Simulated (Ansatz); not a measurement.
Sn(SH)H3 (SnH₄S). Total charge 0; triplet. Geometry PBE-D4/def2-TZVP, that of the neutral singlet; atoms count from 1.

Cartesian coordinates in Å:
```
Sn -0.515 0.123 0.279
S 1.683 -0.835 -0.103
H 1.816 -0.252 -1.318
H -0.993 -0.492 1.806
H -1.588 -0.383 -0.966
H -0.403 1.839 0.302
```

In the def2 sets Sn takes a core potential; there is no spin–orbit coupling. At PBE0-D4/def2-TZVP a singlet of charge 0 lies 4.82 eV below the triplet at the same geometry.

(1) Estimate the Mulliken populations from the PBE0/def2-TZVP orbitals of Ansatz.

(2) Where does the spin sit?

(3) And the Mayer bond orders between heavy atoms (over 0.3)?

Answers

(1) 
```json
{"atom": "Sn1", "charge (e)": "-0.10", "spin (α − β)": "0.73"}
{"atom": "S2", "charge (e)": "0.01", "spin (α − β)": "1.07"}
{"atom": "H3", "charge (e)": "0.22", "spin (α − β)": "-0.04"}
{"atom": "H4", "charge (e)": "-0.05", "spin (α − β)": "0.01"}
{"atom": "H5", "charge (e)": "-0.04", "spin (α − β)": "0.11"}
{"atom": "H6", "charge (e)": "-0.04", "spin (α − β)": "0.12"}
```
Mulliken values depend strongly on the basis.

(2) Summed by element: Sn 0.73, S 1.07, H 0.20, of 2 unpaired in all. Largest on single atoms: S2 1.07, Sn1 0.73, H6 0.12.

(3) Sn1–S2 0.41 (2.43 Å).
